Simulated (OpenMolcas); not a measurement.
An atom or ion with 4 electrons was computed by SS-CASPT2, IPEA 0.25 Eh, imaginary shift 0.1 Eh with spin-orbit coupling (OpenMolcas, ANO-RCC-VTZP, DKH2). The lowest levels that the run gave, each within 12 % of the measured value where one is at hand:

```csv
J,Parity,E (cm-1),g
0,even,0.0,
0,odd,22005,
1,odd,22006,1.501
2,odd,22008,1.501
1,odd,45865,1.000
0,even,60256,
1,even,60256,1.501
2,even,60258,1.501
2,even,63021,1.000
```

Which ion is it, and what are the configurations and terms?

Be I (Z = 4, neutral; active space 2 electrons in 4 orbitals (2s 2p)). J, parity and g give the terms where levels are pure, and mixed ones are named by the computed weights; the size of the splittings, set against known spectra of the 4-electron sequence, gives the charge. In order, with the measured energies in cm-1 (NIST Handbook of Basic Atomic Spectroscopic Data): 2s2 1S0, 2s 2p 3P* 0 (21978), 2s 2p 3P* 1 (21979), 2s 2p 3P* 2 (21981), 2s 2p 1P* 1 (42565), 2p2 3P0 (59694), 2p2 3P1 (59695), 2p2 3P2 (59697), 2p2 1D2 (56882).

Computed and measured levels are paired by configuration, term and J; levels that our copy of the source lacks, or whose pairing is in doubt (as where it misses far off the trend of its configuration), stay unpaired and out of the deviations. Only configurations of the active space appear.

* marks odd parity.
